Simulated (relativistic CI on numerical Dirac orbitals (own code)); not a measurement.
**Mo⁺: 4d valence photoemission**

Computed with this model: Dirac-Coulomb-Breit CI, KLI orbitals optimised for each configuration, QED by a radiative potential, multiplet model of photoemission in the sudden approximation, unscaled Slater integrals; configurations [Kr] 4d5 → [Kr] 4d4; 80 K; Lorentzian 0.3 eV and Gaussian 0.5 eV FWHM. Energies are those of the free ion, without screening or charge transfer. The energies are binding energies and can lie tens of eV above those of solids. S is read from ⟨S²⟩ = S(S + 1).

Field parameters in Wybourne normalisation: Oh B⁴₀ = 21Dq, B⁴₄ = √(5/14) B⁴₀. The field is a parameter set, without covalency.

Computed curve for Oh, 10Dq = 15550 cm⁻¹, scaled to 100 at the maximum (points under 2 are left out and the grid is thinned):

| Energy (eV) | Intensity |
| --- | --- |
| 12.6 | 2.1 |
| 12.7 | 2.5 |
| 12.8 | 3.0 |
| 13.0 | 4.4 |
| 13.1 | 5.7 |
| 13.2 | 7.7 |
| 13.3 | 11.1 |
| 13.5 | 25.1 |
| 13.6 | 36.9 |
| 13.7 | 50.7 |
| 13.8 | 63.0 |
| 14.0 | 68.1 |
| 14.1 | 59.1 |
| 14.2 | 46.2 |
| 14.3 | 33.4 |
| 14.4 | 23.3 |
| 14.6 | 12.4 |
| 14.7 | 10.1 |
| 14.8 | 9.2 |
| 14.9 | 9.2 |
| 15.1 | 12.4 |
| 15.2 | 16.4 |
| 15.3 | 23.4 |
| 15.4 | 34.6 |
| 15.6 | 69.7 |
| 15.7 | 88.0 |
| 15.8 | 99.5 |
| 15.9 | 100.0 |
| 16.0 | 89.4 |
| 16.2 | 52.8 |
| 16.3 | 36.5 |
| 16.4 | 24.6 |
| 16.5 | 16.6 |
| 16.7 | 8.4 |
| 16.8 | 6.4 |
| 16.9 | 5.0 |
| 17.0 | 4.1 |
| 17.2 | 2.9 |
| 17.3 | 2.5 |
| 17.4 | 2.2 |

The ground state has S = 2.49, and the centroid lies at 15.09 eV.
